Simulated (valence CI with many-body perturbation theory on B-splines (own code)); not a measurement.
**E1 transitions of Mo¹⁰⁺**

Level of theory: valence CI with perturbative core correlation (CI+MBPT): four valence electrons over a frozen Dirac-Fock core [Ar] 3d10, a basis of 11 s, 11 p, 9 d, 7 f, 5 g, 2 h, 1 i functions for each j, with the one-electron correlation potential Σ1, the two-electron term Σ2, the three-electron term Σ3, Breit, model QED; selected CI, second order for the rest, scaled by the run's own slope (own B-spline code, finite nucleus).

No measured spectrum was set against this ion. As an estimate, levels hold to about 250 cm⁻¹ or 0.2 % of their energy and the worst to 1 %, as in measured heavy ions of charge 2 to 7; those with d or f electrons hold less well.

Lines 151 to 200 of 237 in falling wavelength, among levels below 87.121 eV, chosen from the strongest by gf and those to the six lowest levels. Wavelengths and rates use the calculated energies, so an error of 600 cm⁻¹ moves a line at 251.3 Å by 0.15 % and its rate by three times that or more. Electric multipoles are in the length gauge, E1 and E2 with the static RPA response of the core. Weak lines are less certain than strong ones. Lines between different terms over intervals too small for the method are left out, as are lines whose strength nearly cancels. Where a level lies close to another of its J and parity, the split of strength between their lines is uncertain. The highest levels of a list are the least certain.

Names give the largest LS component (configuration and term), which can be under half, so a name can repeat, a term be missing and a line seem to break the LS rules; names also repeat where a configuration has a term twice. Letters in brackets count levels of one name in rising energy.

```tsv
λ vac (Å)	Upper	Lower	A (s⁻¹)	S (a.u.)
251.3	4s2 4p 4d 3D°_1	4s2 4p2 3P_2	3.04e+09	7.15e-02
251.2	4s2 4p 4d 3P°_2	4s2 4p2 3P_1	2.90e+10	1.14e+00
250.6	4s 4p2 4d 3F_2 [c]	4s 4p3 3P°_2	2.50e+09	9.71e-02
250.1	4s2 4p 4d 1P°_1	4s2 4p2 1S_0	8.00e+10	1.85e+00
249.9	4s 4p2 4d 3P_1 [b]	4s 4p3 3P°_1	3.38e+10	7.82e-01
249.7	4s 4p2 4d 3D_3 [a]	4s 4p3 3D°_3	2.36e+10	1.27e+00
249.2	4s 4p2 4d 3F_2 [a]	4s 4p3 5S°_2	2.17e+08	8.27e-03
248.4	4s 4p2 4d 3P_2 [b]	4s 4p3 3P°_2	4.42e+10	1.67e+00
248.3	4s 4p2 4d 3P_1 [b]	4s 4p3 3P°_0	2.07e+10	4.70e-01
248.0	4s 4p2 4d 3D_3 [c]	4s 4p3 3P°_2	2.67e+10	1.41e+00
247.4	4s 4p2 4d 3D_2 [a]	4s 4p3 3D°_2	4.01e+09	1.50e-01
246.8	4s 4p2 4d 3D_2 [a]	4s 4p3 3D°_1	2.18e+10	8.08e-01
246.7	4s 4p2 4d 1G_4	4s 4p3 3D°_3	6.81e+09	4.54e-01
246.6	4s 4p2 4d 3P_2 [b]	4s 4p3 3P°_1	3.09e+09	1.14e-01
246.4	4s 4p2 4d 3S_1 [a]	4s 4p3 3P°_2	2.90e+10	6.42e-01
245.9	4s 4p2 4d 3D_3 [b]	4s 4p3 3D°_3	1.88e+10	9.65e-01
245.6	4s2 4p 4d 1D°_2	4s2 4p2 3P_2	7.09e+09	2.59e-01
245.5	4s 4p2 4d 3D_2 [c]	4s 4p3 3P°_2	6.03e+09	2.20e-01
245.5	4s 4p2 4d 3D_3 [a]	4s 4p3 3D°_2	4.82e+09	2.46e-01
245.4	4s2 4p 4d 3D°_1	4s2 4p2 3P_1	6.86e+09	1.50e-01
245.3	4s 4p2 4d 3D_1 [a]	4s 4p3 3D°_2	2.12e+10	4.64e-01
244.7	4s 4p2 4d 3D_1 [a]	4s 4p3 3D°_1	1.49e+10	3.24e-01
244.6	4s 4p2 4d 3S_1 [a]	4s 4p3 3P°_1	7.75e+09	1.68e-01
244.5	4s 4p2 4d 3F_3 [a]	4s 4p3 5S°_2	2.90e+09	1.46e-01
243.7	4s 4p2 4d 3D_2 [c]	4s 4p3 3P°_1	2.08e+10	7.44e-01
243.1	4s 4p2 4d 3S_1 [a]	4s 4p3 3P°_0	5.80e+09	1.23e-01
242.9	4s 4p2 4d 3S_1 [b]	4s 4p3 3P°_2	8.45e+09	1.79e-01
242.4	4s 4p2 4d 3F_2 [b]	4s 4p3 3D°_3	1.05e+10	3.69e-01
241.7	4s 4p2 4d 3D_3 [b]	4s 4p3 3D°_2	1.95e+10	9.53e-01
240.2	4s2 4p 4d 3P°_1	4s2 4p2 3P_2	1.87e+10	3.83e-01
239.9	4s2 4p 4d 1D°_2	4s2 4p2 3P_1	4.22e+10	1.44e+00
239.7	4s 4p2 4d 3S_1 [b]	4s 4p3 3P°_0	8.03e+09	1.64e-01
239.0	4s2 4p 4d 3D°_3	4s2 4p2 3P_2	9.21e+10	4.34e+00
238.3	4s 4p2 4d 3F_2 [b]	4s 4p3 3D°_2	4.72e+10	1.58e+00
238.3	4s 4p2 4d 5P_3	4s 4p3 5S°_2	8.91e+10	4.16e+00
238.3	4s 4p2 4d 3F_3 [b]	4s 4p3 3D°_3	3.39e+10	1.58e+00
238.2	4s2 4p 4d 3D°_2	4s2 4p2 3P_2	3.76e+10	1.25e+00
237.8	4s 4p2 4d 3F_2 [b]	4s 4p3 3D°_1	7.17e+09	2.38e-01
237.3	4s 4p2 4d 3P_2 [a]	4s 4p3 5S°_2	2.63e+09	8.68e-02
236.7	4s2 4p 4d 3P°_0	4s2 4p2 3P_1	6.88e+10	4.51e-01
236.4	4s2 4p 4d 1F°_3	4s2 4p2 1D_2	1.03e+11	4.69e+00
235.7	4s 4p2 4d 5P_2	4s 4p3 5S°_2	9.57e+10	3.09e+00
235.6	4s 4p2 4d 3D_1 [b]	4s 4p3 3D°_2	9.56e+09	1.85e-01
235.3	4s2 4p 4d 3D°_1	4s2 4p2 3P_0	8.41e+10	1.62e+00
235.1	4s 4p2 4d 3D_1 [b]	4s 4p3 3D°_1	3.51e+10	6.74e-01
234.8	4s2 4p 4d 3P°_1	4s2 4p2 3P_1	5.64e+10	1.08e+00
234.6	4s 4p2 4d 5P_1	4s 4p3 5S°_2	9.74e+10	1.86e+00
234.4	4s 4p2 4d 3F_3 [b]	4s 4p3 3D°_2	2.60e+10	1.15e+00
233.2	4s 4p2 4d 3D_2 [b]	4s 4p3 3D°_2	4.82e+09	1.51e-01
232.9	4s2 4p 4d 3D°_2	4s2 4p2 3P_1	2.44e+10	7.61e-01
```
